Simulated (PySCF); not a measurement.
Compound: nitrosobenzene, C₆H₅NO.
SMILES with atom numbers: `[O:1]=[N:2][c:3]1[cH:4][cH:5][cH:6][cH:7][cH:8]1` (hydrogens: H9 on C4; H10 on C5; H11 on C6; H12 on C7; H13 on C8)

The same species was optimised twice, with GFN2-xTB and with PBE0-D3(BJ)/def2-SVP (PySCF), and the same property calculations (PySCF, gas phase) were run on both structures.

| coordinate | GFN2-xTB | PBE0-D3(BJ)/def2-SVP | change |
| --- | --- | --- | --- |
| N2–C3 (Å) | 1.399 | 1.434 | +0.035 |
| O1=N2 (Å) | 1.226 | 1.202 | -0.024 |
| C4–C5 (Å) | 1.380 | 1.392 | +0.012 |
| C6–C7 (Å) | 1.389 | 1.400 | +0.011 |
| C7–C8 (Å) | 1.378 | 1.387 | +0.009 |
| C5–C6 (Å) | 1.389 | 1.395 | +0.006 |
| C3–C4 (Å) | 1.399 | 1.396 | -0.003 |
| C3–C8 (Å) | 1.401 | 1.400 | -0.001 |
| O1–N2–C3 (°) | 118.0 | 115.3 | -2.7 |
| C4–C3–C8 (°) | 120.2 | 121.3 | +1.1 |
| N2–C3–C8 (°) | 124.1 | 123.1 | -1.0 |
| C3–C8–C7 (°) | 119.7 | 119.0 | -0.7 |
| C4–C5–C6 (°) | 120.0 | 119.5 | -0.5 |
| C3–C4–C5 (°) | 119.6 | 119.5 | -0.1 |
| C5–C6–C7 (°) | 120.6 | 120.7 | +0.1 |
| N2–C3–C4 (°) | 115.7 | 115.6 | -0.1 |
| O1–N2–C3–C4 (°) | 180 | 180 | 0 |

Rotational constants: A = 5328, B = 1651, C = 1260 MHz (GFN2-xTB) against A = 5265, B = 1653, C = 1258 MHz (PBE0-D3(BJ)/def2-SVP). Point groups within 0.08 Å: Cs and Cs.

On the GFN2-xTB structure: HOMO (eV) -6.48 [PBE0/pcSseg-1]; LUMO (eV) -2.93 [PBE0/pcSseg-1]; dipole (D) 4.12 [PBE0/pcSseg-1]; GIAO shielding of O1 (ppm) -1951.1 [PBE0/pcSseg-1]; GIAO shielding of N2 (ppm) -1017.7 [PBE0/pcSseg-1]; GIAO shielding of C3 (ppm) 28.5 [PBE0/pcSseg-1]; GIAO shielding of C4/C8 (mean) (ppm) 63.8 [PBE0/pcSseg-1]; GIAO shielding of C5/C7 (mean) (ppm) 52.2 [PBE0/pcSseg-1]; GIAO shielding of C6 (ppm) 43.6 [PBE0/pcSseg-1].

What do these properties become on the PBE0-D3(BJ)/def2-SVP structure?

| property | level | on GFN2-xTB | on PBE0-D3(BJ)/def2-SVP | change |
| --- | --- | --- | --- | --- |
| HOMO (eV) | PBE0/pcSseg-1 | -6.48 | -6.53 | -0.05 |
| LUMO (eV) | PBE0/pcSseg-1 | -2.93 | -2.79 | +0.14 |
| dipole (D) | PBE0/pcSseg-1 | 4.12 | 3.73 | -0.39 |
| energy, GFN2-xTB geometry as zero (kcal/mol) | PBE0/pcSseg-1 | 0.0 | -1.0 | -1.0 |
| GIAO shielding of O1 (ppm) | PBE0/pcSseg-1 | -1951.1 | -1719.5 | +231.6 |
| GIAO shielding of N2 (ppm) | PBE0/pcSseg-1 | -1017.7 | -895.7 | +122.0 |
| GIAO shielding of C3 (ppm) | PBE0/pcSseg-1 | 28.5 | 23.7 | -4.8 |
| GIAO shielding of C4/C8 (mean) (ppm) | PBE0/pcSseg-1 | 63.8 | 60.3 | -3.5 |
| GIAO shielding of C5/C7 (mean) (ppm) | PBE0/pcSseg-1 | 52.2 | 49.8 | -2.4 |
| GIAO shielding of C6 (ppm) | PBE0/pcSseg-1 | 43.6 | 42.7 | -0.9 |

The heavy atoms differ by 0.019 Å rms after alignment. Among bonds between heavy atoms N2–C3 changes most (+0.035 Å). Changes are differences of the printed values. Neither structure is proved a minimum here.

The values belong to the conformer `[O:1]=[N:2][c:3]1[cH:4][cH:5][cH:6][cH:7][cH:8]1`: O1–N2–C3–C4 180°.
